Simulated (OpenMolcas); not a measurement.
# S III: CASPT2 settings compared

```
Program             : OpenMolcas
Basis               : ANO-L-VDZP [4s3p1d]
Scalar Hamiltonian  : non-relativistic, point nucleus
Active space        : 2 electrons in 3 orbitals (3p)
State averaging     : 2S+1 = 3 even, 3 roots; 2S+1 = 1 even, 6 roots kept (CI in the orbitals of an earlier block)
Spin-orbit coupling : RASSI with atomic mean-field integrals over the reference wave functions, term energies averaged over their components
```

Methods on the same reference wave functions:
A. CASSCF
B. SS-CASPT2, IPEA 0.3 Eh, sigma2 regulariser 0.1 Eh (closed shells correlated: 2s 2p 3s)
C. SS-CASPT2, IPEA 0 Eh, real shift 0.5 Eh (closed shells correlated: 2s 2p 3s)
D. SS-CASPT2, IPEA 0 Eh, sigma1 regulariser 0.15 Eh (closed shells correlated: 2s 2p 3s)

Energies in cm-1 above 3s2 3p2 3P0, the measured ground level; measured values from NIST levels in Podobedova, Kelleher and Wiese, J. Phys. Chem. Ref. Data 38, 171 (2009).

| Level | A | B | C | D | Measured |
| --- | --- | --- | --- | --- | --- |
| 3s2 3p2 3P0 | 0.0 | 0.0 | 0.0 | 0.0 | 0.0 |
| 3s2 3p2 3P1 | 259 | 262 | 261 | 261 | 299 |
| 3s2 3p2 3P2 | 741 | 742 | 742 | 742 | 833 |
| 3s2 3p2 1D2 | 14252 | 12730 | 13390 | 13330 | 11323 |
| 3s2 3p2 1S0 | 34865 | 29470 | 30470 | 30070 | 27161 |

Deviations, from unrounded energies. A percentage is the sum of absolute deviations over the sum of measured energies, with the sign that they share, or ± where signs differ.

| Against measurement | Levels | A | B | C | D |
| --- | --- | --- | --- | --- | --- |
| mean absolute deviation (cm-1) | 4 | 2700 | 960 | 1400 | 1300 |
| fine structure of the ground term (%) | 2 | -11.7 | -11.3 | -11.4 | -11.3 |
| other terms of the ground configuration (%) | 2 | +27.6 | +9.7 | +14.0 | +12.8 |

B lies closest to measurement on these levels and A furthest from it. The largest miss of B in the table is 3s2 3p2 1S0, by +2300 cm-1. The ranking rests on the paired levels alone, and a cruder setting can come out closer through cancelling errors.

Among B to D the level of the table that moves most is 3s2 3p2 1S0, by 1000 cm-1 (lowest in B, highest in C). Moves below CASPT2's spread within the term are not significant.

From A to B the spin-free energies of the other terms of 3s2 3p2 shown, above 3P, scale by factors of 0.84 to 0.89.

The lowest spin-free term lies below A's lowest term by 0.058 hartree in B, 0.063 hartree in C, 0.066 hartree in D.

CASPT2 breaks the degeneracy within a term, and the mean is taken; among the terms shown or strongly mixed into the levels shown the widest spread is 140 cm-1 (3s2 3p2 1D, B). Terms from blocks run as CI alone lack orbitals of their own. With the s shell closed, the reference lacks s² → p² mixing. Some terms miss by over 15 % even with CASPT2, which points to a basis or an active space too small for the shells correlated (holds for C; D). Measured partners are found by configuration, term and J. A level has none where our copy of the source lacks it or the pairing is in doubt (some pairs that miss far off the trend of their configuration count as doubtful), and it then counts in no deviation. Only configurations of the active space appear.
